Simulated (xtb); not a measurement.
Job for xtb: GFN1-xTB on SiC, 2S+1 = 3, a spin state set in the input, which need not be the lowest, a point of a bond scan (R = 1.872 Å).

```
$ xtb mol.xyz --gfn 1 --sp --chrg 0 --uhf 2
2

C      0.00000000     0.00000000     0.00000000
Si     0.00000000     0.00000000     1.87223400
```

Q: What total energy does the run end on?

A: -3.6520 hartree.
